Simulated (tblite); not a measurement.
Compound: C5H7N2Si (doublet state).
Z-matrix (Å and degrees, GFN2-xTB geometry), rows numbered from 1:
```
Si
C   1  1.8681
C   2  1.3886  1  125.75
C   3  1.4229  2  124.00  1    -8.92
N   4  1.3095  3  123.08  2   177.44
C   5  1.3267  4  117.65  3     3.22
N   6  1.3264  5  125.48  4    -1.05
C   7  1.3097  6  117.53  5    -1.95
H   1  1.4663  2  110.23  3   -55.00
H   1  1.4679  2  109.93  3    65.23
H   1  1.4622  2  107.11  3  -175.07
H   2  1.0827  1  118.62  3   179.31
H   4  1.0824  3  120.24  2    -4.25
H   6  1.0806  5  117.28  4   178.69
H   8  1.0836  3  120.31  2    -2.22
```

Computed with GFN2-xTB (tblite): harmonic, unscaled wavenumbers at the GFN2-xTB geometry, gas phase. Errors from tens to a few hundred cm⁻¹ against measured bands are possible. Modes of hydrogen on silicon can be 10 to 20 % off. One conformer, not necessarily the lowest. Open shells enter through the occupations alone, without spin polarisation, and single modes of such species can be off by tens of per cent.

Harmonic wavenumbers (cm⁻¹): 71.8, 96.8, 140.1, 160.6, 327.1, 335.7, 382.4, 485.3, 507.4, 593.8, 602.0, 636.3, 677.0, 763.8, 781.2, 790.6, 796.5, 800.1, 866.4, 880.7, 919.4, 994.9, 1135.2, 1157.5, 1187.9, 1242.6, 1271.6, 1312.2, 1378.6, 1431.1, 1496.0, 1520.8, 2217.2, 2237.5, 2276.5, 3036.3, 3043.0, 3046.7, 3077.1.

A = 4984, B = 995.1, C = 838.7 MHz; mass 123.038 u (most abundant isotopes); point group C1, symmetry number 1; spin multiplicity 2.

Task: What is the zero-point energy?

Result: ½Σν̃ = 22339 cm⁻¹ = 267.23 kJ/mol.

Task: Give the ideal-gas entropy at 298.15 K and 1 bar in the rigid-rotor, harmonic-oscillator model (classical rotation).

Result: Translation 168.88, rotation 120.24, vibration 89.53, spin (R ln 2) 5.76: S = 384.4 J/(mol K).

Task: And Cp and H(298.15 K) − H(0)?

Result: Cp = 140.89 J/(mol K), of which vibrations give 107.63 (their classical limit is 39 R = 324.3); H(298.15 K) − H(0) = 24.85 kJ/mol without the zero-point energy, 14.94 from vibrations.

Task: How do the functions run with temperature in this model?

Result: 
```json
{"T (K)": "100", "S (J/(mol K))": "281.1", "Cp (J/(mol K))": "64.8", "H − H(0) (kJ/mol)": "4.75", "G − H(0) (kJ/mol)": "-23.36", "ln q(vib)": "1.00"}
{"T (K)": "200", "S (J/(mol K))": "336.6", "Cp (J/(mol K))": "101.1", "H − H(0) (kJ/mol)": "12.96", "G − H(0) (kJ/mol)": "-54.35", "ln q(vib)": "2.82"}
{"T (K)": "300", "S (J/(mol K))": "385.3", "Cp (J/(mol K))": "141.6", "H − H(0) (kJ/mol)": "25.11", "G − H(0) (kJ/mol)": "-90.47", "ln q(vib)": "4.78"}
{"T (K)": "500", "S (J/(mol K))": "473.9", "Cp (J/(mol K))": "206.3", "H − H(0) (kJ/mol)": "60.36", "G − H(0) (kJ/mol)": "-176.59", "ln q(vib)": "8.94"}
{"T (K)": "800", "S (J/(mol K))": "584.5", "Cp (J/(mol K))": "262.9", "H − H(0) (kJ/mol)": "131.64", "G − H(0) (kJ/mol)": "-335.99", "ln q(vib)": "15.10"}
{"T (K)": "1000", "S (J/(mol K))": "645.8", "Cp (J/(mol K))": "285.6", "H − H(0) (kJ/mol)": "186.63", "G − H(0) (kJ/mol)": "-459.16", "ln q(vib)": "18.92"}
```

q(vib) and H(0) count from the zero-point level.

Task: Which modes carry the vibrational entropy at 298.15 K?

Result: 71.8 cm⁻¹: 17.17; 96.8 cm⁻¹: 14.72; 140.1 cm⁻¹: 11.73; 160.6 cm⁻¹: 10.64; 327.1 cm⁻¹: 5.33; 335.7 cm⁻¹: 5.16 J/(mol K); the other 33 give 24.79 together.

Task: What must be added to the electronic energy to get the Gibbs energy at 298.15 K and 1 bar?

Result: ZPE + [H(298.15 K) − H(0)] − T·S = 267.23 + 24.85 − 114.61 = 177.47 kJ/mol.

Hindered rotation and anharmonicity are outside this model. Other conformers, if any are populated, would add a mixing term that is left out. The structure is chiral; the term R ln 2 for an equal mix with its mirror image is left out.

Hardware: one thread, Arm Neoverse V2 (aarch64), shared host with 32 logical CPUs at a one-minute load of 42. Cost: 0.41 s wall. This covers the Hessian and the dipole derivatives.
